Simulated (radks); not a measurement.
Spherical quantum dot in the effective-mass picture: electrons in a parabolic well V = omega^2 r^2 / 2 with omega = 0.321, with a point charge +2 (a donor) at the centre, all in effective atomic units (hartree* = m*/eps^2 hartree, bohr* = eps/m* bohr), one dielectric constant everywhere. Method: non-relativistic Kohn-Sham, LDA (Slater exchange, Perdew-Wang correlation), spin-polarised, spherical densities; computed with a radial shooting solver with Libxc functionals. Levels are named by radial order and angular momentum (1s, 1p, 1d, 2s, ...), and open shells are averaged over m.

N = 6, configuration 1s2 1p(up 3, down 0) 2s(up 1, down 0). This is the lowest configuration that the search found. Occupied and some empty levels:

| level | occupation | eigenvalue (hartree*) | <r> (bohr*) |
|---|---|---|---|
| 1s up | 1 | 0.98155 | 1.009 |
| 1s down | 1 | 1.0356 | 0.9760 |
| 2s up | 1 | 1.7024 | 2.994 |
| 1p up | 3 | 1.7055 | 2.890 |
| 2s down | 0 | 1.8010 | 3.079 |
| 1p down | 0 | 1.8101 | 2.931 |
| 1d up | 0 | 1.9756 | 3.474 |
| 1d down | 0 | 2.0712 | 3.572 |
| 1f up | 0 | 2.2467 | 3.905 |
| 2p up | 0 | 2.2467 | 3.492 |
| 2p down | 0 | 2.3113 | 3.530 |
| 1f down | 0 | 2.3275 | 4.016 |
| 1g up | 0 | 2.5268 | 4.281 |
| 1g down | 0 | 2.5924 | 4.388 |

Energy (hartree*): total 1.92731, kinetic 4.2528, external -7.8392, Hartree 7.5442, exchange-correlation -2.0305.
